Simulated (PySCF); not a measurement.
A species of formula C6H5FS has this rotational fingerprint, computed with PBE0-D3(BJ)/def2-SVP geometry optimisation, gas phase (PySCF):

| Item | Value |
| --- | --- |
| Rotational constants | A = 2895, B = 1552, C = 1010 MHz |
| Dipole components | \|μa\| = 1.14 D, \|μb\| = 0.06 D, \|μc\| = 0.07 D |
| Inertial defect | -0.02 u·Å² |
| κ | -0.43 |

Question: Which structure is it? (One computed conformer of each.)
A. `[F:1][c:2]1[cH:3][cH:4][c:5]([SH:6])[cH:7][cH:8]1` with C4–C5–S6–H 0° (4-fluorothiophenol)
B. `[F:1][c:2]1[cH:3][cH:4][cH:5][cH:6][c:7]1[SH:8]` with C6–C7–S8–H -176° (2-fluorothiophenol)

Answer: B. It is Fc1ccccc1S, an asymmetric top. The candidates at the same level (rigid rotor, commonest isotopes):

| SMILES | A (MHz) | B (MHz) | C (MHz) | μa (D) | μb (D) | μc (D) | Δ (u·Å²) | point group | rotor |
| --- | --- | --- | --- | --- | --- | --- | --- | --- | --- |
| Fc1ccc(S)cc1 | 5587 | 959.7 | 819.0 | 0.73 | 0.90 | 0.00 | 0.00 | Cs | near-prolate asymmetric top |
| Fc1ccccc1S | 2895 | 1552 | 1010 | 1.14 | 0.06 | 0.07 | -0.02 | near Cs | asymmetric top |

`Fc1ccc(S)cc1` has A 93 % too high. No structure here is proved a minimum.
